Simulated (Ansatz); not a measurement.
A search over several starts for the lowest SCF solution of Sn3H4⁻ at the given spin, in a small basis.

```yaml
crystal:
  periodic: [false, false, false]
  atoms:
    - {symbol: Sn, position_ang: [1.018483, -0.497073, -1.629584]}
    - {symbol: Sn, position_ang: [-1.659965, -1.083281, -0.106174]}
    - {symbol: Sn, position_ang: [0.352204, 0.867364, 0.953177]}
    - {symbol: H, position_ang: [-1.771434, 0.758465, 0.349035]}
    - {symbol: H, position_ang: [1.918446, -0.401452, 0.040998]}
    - {symbol: H, position_ang: [-0.717350, -0.978104, 1.540080]}
    - {symbol: H, position_ang: [0.859616, 1.334081, -1.147521]}
basis:
  gaussian: {orbitals: def2-SVP}
total_charge: -1
magnetization: {spin_polarized: true, initial_magnetization: 1}
hamiltonian: {xc: pbe0, dispersion: d4}
output: {orbitals: {seedname: orbitals}}
```

```sh
$ ansatz run in.yaml --threads 4 --pin off --events-out ev --progress --plain --max-ram 3916MiB
```

Output, abridged:

```
Functional definition: PBE0
1230 factors; integrals over basis functions are off by at most 5.6e-4 eV
mean field evaluation 1: about -17560.2517 eV, gradient 8.1e0 eV
mean field evaluation 2: about -17560.3604 eV, gradient 6.7e0 eV
mean field evaluation 4: about -17560.6490 eV, gradient 7.2e-1 eV
mean field evaluation 8: about -17560.7069 eV, gradient 7.5e-2 eV
mean field evaluation 16: about -17560.7070 eV, gradient 6.4e-4 eV
mean field -17560.70699458 eV, -645.3440789762 hartree, gradient 5.4e-5 eV, S^2 0.757051; 0 other end points of the search recorded, 0 dependent functions left out
reference -17560.70702091 eV, -645.3440799437 hartree; 36, 35 occupied and 62, 63 virtual orbitals, 1230 factors
Total energy: -17560.94663061 eV, -645.3528854379 hartree
```

Run time 2.6 s (4 threads of Arm Neoverse V2 on a shared host).

In the def2 sets Sn takes a core potential; there is no spin–orbit coupling. The highest occupied level of the charge -1 doublet lies above zero (up to 0.56 eV). By energy differences its removal costs 1.06 eV (vertical, to the charge 0 singlet, at PBE0-D4/def2-TZVPD). The structure comes from a short search, and lower isomers may exist.
